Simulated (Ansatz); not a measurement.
Geometry optimisation, Ansatz, RKS PBE0-D4/def2-SVP.

The input (input.yaml):

```yaml
crystal:
  periodic: [false, false, false]
  atoms:
    - { symbol: W, position_ang: [-0.169908, -0.495176, 0.014189] }
    - { symbol: H, position_ang: [-0.140007, 0.086891, 1.622432] }
    - { symbol: H, position_ang: [1.241064, -0.332073, -0.830963] }
    - { symbol: H, position_ang: [0.784044, 0.848495, 0.306066] }
    - { symbol: Cl, position_ang: [-2.2736, -0.662342, -0.87592] }
    - { symbol: Cl, position_ang: [0.717817, -2.576271, 0.15559] }
    - { symbol: H, position_ang: [-0.041843, 0.608556, -1.218593] }
    - { symbol: O, position_ang: [-1.719734, 1.986364, 1.110682] }
    - { symbol: H, position_ang: [-2.616745, 1.625263, 1.074305] }
    - { symbol: H, position_ang: [-1.310988, 1.518993, 1.874013] }
basis:
  gaussian: { orbitals: def2-SVP }
hamiltonian:
  xc: pbe0
  dispersion: d4
relax:
  f_tol: 0.03
  max_steps: 50
```

Command:

```bash
$ ansatz run input.yaml --threads 2 --pin off --max-ram 3072MiB --backend cpu --events-out ev --progress --plain --runs-dir out
```

Where does it end, and by what steps?

It converged. After 11 steps the energy has fallen by 0.586 eV; O8 moved furthest, 0.59 Å. Joined: W1–O8 (3.12 → 2.31 Å).

| step | energy less start (eV) | largest force component (eV/Å) | accepted |
| --- | --- | --- | --- |
| 0 | 0.0000 | 0.779 | yes |
| 1 | -0.0943 | 1.907 | yes |
| 2 | -0.2216 | 2.542 | yes |
| 3 | -0.4283 | 2.315 | yes |
| 4 | -0.5278 | 1.007 | yes |
| 5 | -0.5676 | 0.431 | yes |
| 6 | -0.5801 | 0.136 | yes |
| 7 | -0.5832 | 0.345 | yes |
| 8 | -0.5852 | 0.114 | yes |
| 9 | -0.5858 | 0.031 | yes |
| 10 | -0.5861 | 0.041 | yes |
| 11 | -0.5862 | 0.020 | yes |

```xyz
10
Properties=species:S:1:pos:R:3
W -0.270 -0.324 0.127
H 0.143 0.003 1.734
H 1.052 -0.274 -0.864
H 0.829 0.914 0.374
Cl -2.425 -0.576 -0.762
Cl 0.537 -2.456 0.228
H -0.141 0.855 -1.040
O -1.448 1.500 0.917
H -2.372 1.386 0.639
H -1.436 1.581 1.879
```

Whether the end is a true minimum wasn't checked by a vibrational analysis.

Run time: 41 s on 2 threads of AMD EPYC 7B13 (Zen 3), with other jobs on the host, peak memory 0.29 GiB.
